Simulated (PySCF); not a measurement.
Question: What does the PBE0-D3(BJ)/def2-SVP structure of `O(CC(=O)O[SiH3])[Si](C)(C)C` look like in three dimensions?

Answer: 
```
atom  x, y, z in Å
C1    -2.1857    1.6649    0.6293
Si2   -1.4181    0.0562    0.0835
C3    -0.5455    0.2188   -1.5697
C4    -2.6869   -1.3227    0.0018
O5    -0.3026   -0.3205    1.2938
C6     0.6800   -1.2834    1.1891
C7     1.9681   -0.8245    0.5333
O8     2.8367   -1.5898    0.1922
O9     2.0782    0.4927    0.3830
Si10   3.5231    1.0601   -0.3595
H11   -2.6460    1.5553    1.6233
H12   -2.9654    1.9942   -0.0751
H13   -1.4213    2.4542    0.6944
H14   -1.2770    0.3993   -2.3737
H15    0.0080   -0.6974   -1.8324
H16    0.1683    1.0557   -1.5584
H17   -3.1780   -1.4573    0.9781
H18   -2.2238   -2.2823   -0.2789
H19   -3.4664   -1.1012   -0.7446
H20    0.3674   -2.1942    0.6420
H21    0.9687   -1.6286    2.1992
H22    4.7038    0.7187    0.4751
H23    3.3144    2.5315   -0.3940
H24    3.6352    0.5181   -1.7391
```

Any rigid rotation of these coordinates is as good. Atoms count from 1 in this order. Si10 (oxygen-bound silicon) is distorted tetrahedral (angles from 102.6° to 112.2°). The O–Si distances run from 1.689 Å (Si2–O5, drawn single) to 1.721 Å (O9–Si10, drawn single), a spread of 0.032 Å. The 3 C–O bonds span 1.207 Å (C7=O8, drawn double) to 1.380 Å (O5–C6, drawn single), a spread of 0.173 Å. O9 (oxygen singly bound to a carbonyl carbon) is bent (angle 116.4°).

Bonds between heavy atoms (Å): C1–Si2 1.864, Si2–C3 1.876, Si2–C4 1.876, Si2–O5 1.689, O5–C6 1.380, C6–C7 1.517, C7=O8 1.207, C7–O9 1.330, O9–Si10 1.721.

Computed, not measured: PySCF 2.14.0, PBE0-D3(BJ)/def2-SVP geometry optimisation, gas phase.

Point group: C1 (no symmetry element, even within 0.4 Å). Stationary, but not proved a minimum. The numbers are those of one conformer (Si2–O5–C6–C7 85°, O5–C6–C7–O8 -169°, C6–C7–O9–Si10 180°).
